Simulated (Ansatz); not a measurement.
Mulliken charges of BrFH3Si2, SMILES `F[Si]([SiH3])Br` radical from r2SCAN/def2-TZVPP in Ansatz (PBE0-D4/def2-TZVP geometry).

| atom | x (Å) | y (Å) | z (Å) | charge (e) |
| --- | --- | --- | --- | --- |
| F1 | -0.118 | -2.215 | 0.951 | -0.296 |
| Si2 | -0.941 | -0.952 | 0.403 | 0.460 |
| Si3 | 0.521 | 0.871 | 0.084 | 0.169 |
| Br4 | -1.803 | -1.531 | -1.566 | -0.195 |
| H5 | -0.302 | 1.986 | -0.446 | -0.046 |
| H6 | 1.099 | 1.247 | 1.400 | -0.052 |
| H7 | 1.605 | 0.526 | -0.872 | -0.041 |

By hand: the dipole of these point charges (1 e Å = 4.8032 D).

Σ q r = (-0.067, 0.486, 0.207) e Å, of length 0.532 e Å = 2.56 D.

How does the dipole of the full density compare? (Best estimate.)

The calculation gave: (0.069, 0.304, 0.078) e Å, 1.54 D; the point charges give 1.66 times that, at 21° from its direction.

Point charges leave out the atoms' own dipoles, such as those of lone pairs, and Mulliken's split depends on the basis, so the two needn't agree.
